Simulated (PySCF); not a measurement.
N,N-disilylmethanamine (CH9NSi2), SMILES CN([SiH3])[SiH3].

The structure is a stationary point at ωB97X-D3(BJ)/def2-SVP.

These are TDA-PBE/def2-SVPD run with PySCF 2.14.0 values and carry that method's errors.

Vertical excitations. The molecule is in vacuum. State labels are in the subgroup Cs.

| state | symmetry | energy (eV) | λ (nm) | f | main pairs |
|---|---|---|---|---|---|
| S1 | A' | 5.05 | 245 | 0.000 | HOMO→LUMO 99 % |
| S2 | A' | 5.77 | 215 | 0.034 | HOMO→LUMO+1 97 % |
| S3 | A' | 5.91 | 210 | 0.006 | HOMO→LUMO+2 95 % |
| S4 | A" | 6.24 | 199 | 0.003 | HOMO→LUMO+4 100 % |
| S5 | A' | 6.45 | 192 | 0.003 | HOMO→LUMO+3 94 % |
| S6 | A" | 6.53 | 190 | 0.001 | HOMO→LUMO+5 100 % |
| S7 | A' | 6.76 | 183 | 0.004 | HOMO→LUMO+6 99 % |
| S8 | A" | 6.87 | 180 | 0.008 | HOMO→LUMO+7 97 % |
| S9 | A" | 7.26 | 171 | 0.075 | HOMO→LUMO+8 77 %, HOMO−1→LUMO 20 % |
| S10 | A" | 7.32 | 169 | 0.027 | HOMO−1→LUMO 80 %, HOMO→LUMO+8 18 % |
| T1 | A' | 4.83 | 256 | 0 | HOMO→LUMO 99 % |
| T2 | A' | 5.57 | 223 | 0 | HOMO→LUMO+1 99 % |
| T3 | A' | 5.72 | 217 | 0 | HOMO→LUMO+2 98 % |
| T4 | A' | 6.01 | 206 | 0 | HOMO→LUMO+3 98 % |
Triplets are in the Tamm–Dancoff approximation.
